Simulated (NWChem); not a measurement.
Species: GeH₂, singlet; SMILES [GeH2]

Computed with NWChem. Low-valent species are run as closed-shell singlets; no triplet was tried in these runs. Structure relaxed at the PBE0/def2-SVP level. Ions are spin-unrestricted doublets at the neutral geometry; other ion states weren't tried.

Order these by “ΔSCF minus −ε(HOMO) (eV)”, lowest first: Hartree-Fock/def2-TZVP; B3LYP/def2-TZVP; r2SCAN/def2-TZVP; CAM-B3LYP/def2-TZVP.

Hartree-Fock/def2-TZVP (-0.73), CAM-B3LYP/def2-TZVP (1.35), B3LYP/def2-TZVP (2.80), r2SCAN/def2-TZVP (3.28)
